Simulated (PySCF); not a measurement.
Delta-SCF ions had no search for a lower state. Excitations are Tamm–Dancoff values on a coarser integration grid. The basis has no diffuse functions, so Rydberg states are missing or too high.

H$_{3}$ClSi, SMILES `[SiH3]Cl` (charge 0, multiplicity 1)

Level of theory: PySCF with CAM-B3LYP-D3(BJ)/def2-TZVP.

The HOMO is -10.40 eV and the dipole moment comes out as 1.33 D. The LUMO is 0.93 eV. The HOMO–LUMO gap is 11.33 eV and the S1 excitation (TDA) comes out as 7.61 eV. The S1 oscillator strength is 0.009. The T1 excitation (TDA) is 7.17 eV. The S1–T1 gap (TDA) is 0.44 eV. The vertical ionisation energy (Delta-SCF) comes out as 11.63 eV. The total energy is -751.5781 Ha and the cost is roughly 40 core-seconds.

Bonds (Å): Si1–Cl2 2.055, Si1–H3 1.473, Si1–H4 1.473, Si1–H5 1.473. Bond angles (°): Cl2–Si1–H3 108.5, Cl2–Si1–H4 108.5, Cl2–Si1–H5 108.5, H3–Si1–H4 110.4, H3–Si1–H5 110.4, H4–Si1–H5 110.4.
Charge 0, spin multiplicity 1.
